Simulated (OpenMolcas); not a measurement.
# Be I: CASPT2 settings compared

* Program: OpenMolcas 26.06
* Basis: ANO-RCC-VQZP [5s4p3d2f1g]
* Scalar Hamiltonian: DKH2, point nucleus
* Active space: 2 electrons in 8 orbitals (2s 2p 3s 3p)
* State averaging: 2S+1 = 1 even, 1 root; 2S+1 = 3 even, 3 roots kept (CI in the orbitals of an earlier block, 0 in the spin-orbit step); 2S+1 = 1 odd, 3 roots; 2S+1 = 3 odd, 3 roots kept (CI in the orbitals of an earlier block)
* Spin-orbit coupling: state interaction with AMFI integrals over the reference wave functions, term energies averaged over their components

Methods on the same reference wave functions:
A. CASSCF
B. SS-CASPT2, IPEA 0.6 Eh, sigma2 regulariser 0.15 Eh (closed shells correlated: none)
C. SS-CASPT2, IPEA 0.4 Eh, sigma2 regulariser 0.25 Eh (closed shells correlated: 1s)
D. SS-CASPT2, IPEA 0.3 Eh, sigma2 regulariser 0.25 Eh (closed shells correlated: none)

Energies in cm⁻¹ above 2s² ¹S₀, the measured ground level; measured values from NIST Handbook of Basic Atomic Spectroscopic Data.

```csv
Level,A,B,C,D,Measured
2s² ¹S₀,0.0,0.0,0.0,0.0,0.0
2s 2p ³P°₀,24111,22623,22414,22571,21978
2s 2p ³P°₁,24112,22624,22415,22572,21979
2s 2p ³P°₂,24115,22626,22418,22574,21981
2s 2p ¹P°₁,49807,45516,45149,45260,42565
```

Deviations, from unrounded energies. A percentage is the sum of absolute deviations over the sum of measured energies, with the sign that they share, or ± where signs differ.

```tsv
Against measurement	Levels	A	B	C	D
mean absolute deviation (cm-1)	4	3400	1200	970	1100
other configurations (%)	4	+12.6	+4.5	+3.6	+4.1
```

C lies closest to measurement on these levels and A furthest from it. The largest miss of C in the table is 2s 2p ¹P°₁, by +2600 cm-1. The ranking rests on the paired levels alone, and a cruder setting can come out closer through cancelling errors.

Among B to D the level of the table that moves most is 2s 2p ¹P°₁, by 370 cm-1 (lowest in C, highest in B).

The lowest spin-free term lies below A's lowest term by 0.001 hartree in B, 0.040 hartree in C, 0.001 hartree in D.

Terms from blocks run as CI alone lack orbitals of their own. Active for correlation alone: 3p 3s; no level in the range computed is led by a configuration that fills them, so any true level of that kind is missing. Without dynamic correlation excited terms often stand tens of per cent too high (terms of higher spin than the ground term too low), and those without a measured partner can miss by more than the paired ones (holds for A). Computed and measured levels are paired by configuration, term and J; levels that our copy of the source lacks, or whose pairing is in doubt (as where it misses far off the trend of its configuration), stay unpaired and out of the deviations. Only configurations of the active space appear.

° marks odd parity.
